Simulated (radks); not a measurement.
Results of a calculation; reference values are marked as such.
Species: Ta IV. Configuration: [Xe] 4f14 5d2.

Level of theory: scalar-relativistic Kohn-Sham, exchange-only LDA, spin-polarised, spherical densities, point nucleus; open shells are filled with parallel spins first (spin-orbit coupling, left out, can overturn this in heavy ions) (a radial shooting solver on a logarithmic mesh with Libxc functionals).

Energy parts (eV):
| part | energy |
|---|---|
| total | -424123.12 |
| kinetic | 466126.74 |
| electron-nucleus | -1046158.40 |
| Hartree | 164008.82 |
| exchange | -8100.28 |

Orbitals (lengths in bohr, moments of r in powers of bohr; r(max) is where P^2 peaks):
| orbital | occ. | eigenvalue (eV) | r(max) | <1/r> | <r^4> | <r> |
|---|---|---|---|---|---|---|
| 1s up | 1 | -67340.04 | 0.01168 | 85.40 | 6.214e-07 | 0.01867 |
| 1s down | 1 | -67340.04 | 0.01168 | 85.40 | 6.214e-07 | 0.01867 |
| 2s up | 1 | -11592.47 | 0.06690 | 19.95 | 0.00009399 | 0.07899 |
| 2s down | 1 | -11592.39 | 0.06690 | 19.95 | 0.00009399 | 0.07899 |
| 2p up | 3 | -10165.76 | 0.05478 | 18.14 | 0.00007334 | 0.07059 |
| 2p down | 3 | -10165.69 | 0.05478 | 18.14 | 0.00007334 | 0.07059 |
| 3s up | 1 | -2675.358 | 0.1888 | 7.382 | 0.003474 | 0.2050 |
| 3s down | 1 | -2675.335 | 0.1888 | 7.382 | 0.003474 | 0.2050 |
| 3p up | 3 | -2251.102 | 0.1867 | 6.832 | 0.003722 | 0.2050 |
| 3p down | 3 | -2251.077 | 0.1867 | 6.832 | 0.003722 | 0.2050 |
| 3d up | 5 | -1755.263 | 0.1519 | 6.462 | 0.002880 | 0.1857 |
| 3d down | 5 | -1755.212 | 0.1519 | 6.462 | 0.002880 | 0.1857 |
| 4s up | 1 | -565.8415 | 0.4290 | 3.136 | 0.08232 | 0.4590 |
| 4s down | 1 | -565.7764 | 0.4290 | 3.136 | 0.08230 | 0.4590 |
| 4p up | 3 | -426.6246 | 0.4497 | 2.851 | 0.1099 | 0.4881 |
| 4p down | 3 | -426.5573 | 0.4497 | 2.851 | 0.1098 | 0.4880 |
| 4d up | 5 | -248.4518 | 0.4615 | 2.532 | 0.1641 | 0.5235 |
| 4d down | 5 | -248.3601 | 0.4615 | 2.532 | 0.1636 | 0.5234 |
| 4f up | 7 | -51.4791 | 0.4406 | 2.000 | 0.6764 | 0.6401 |
| 4f down | 7 | -51.2240 | 0.4404 | 2.008 | 0.6401 | 0.6358 |
| 5s up | 1 | -100.1172 | 0.9883 | 1.214 | 2.717 | 1.099 |
| 5s down | 1 | -99.0974 | 0.9856 | 1.221 | 2.652 | 1.093 |
| 5p up | 3 | -66.4202 | 1.124 | 1.019 | 5.342 | 1.285 |
| 5p down | 3 | -65.0201 | 1.118 | 1.029 | 5.150 | 1.274 |
| 5d up | 2 | -28.9128 | 1.521 | 0.6872 | 26.74 | 1.860 |
| 5d down | 0 | -26.8211 | 1.497 | 0.6972 | 26.36 | 1.842 |

The highest occupied level is 5d up at -28.913 eV. For comparison, the ionisation energy in NIST's Atomic Spectra Database is 35 eV (theoretical). In exact Kohn-Sham theory the highest level is minus the ionisation energy, but local and semilocal functionals leave it too shallow, through self-interaction and a potential that decays too fast; potentials with the right tail come closer.
